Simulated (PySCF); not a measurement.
V²⁺: excitation energy

V²⁺ [Ar] 3d3 (4F) → V²⁺ [Ar] 3d2 4s1 (4F), as a difference of total energies. Calculation: PySCF 2.14, in dyall-av2z (16s12p7d2f, 101 functions); the non-relativistic Hamiltonian (point nucleus). Correlated levels: valence: [Ar] frozen; virtual orbitals above 40 to 60 times the deepest correlated orbital energy dropped. The calculations carry no spin-orbit coupling.

```tsv
method	excitation energy (cm⁻¹)
UHF	44515
LDA	49156
PBE	48539
PBE0	48999
r2SCAN	50734
B2PLYP	47285
LC-wPBE	51404
PBEsol	49400
HSE06	48521
MP2 (valence)	46012
SCS-MP2 (valence)	45014
```

A first-order spin-orbit estimate (lowest level to lowest level, LS coupling) adds -0.007 eV.
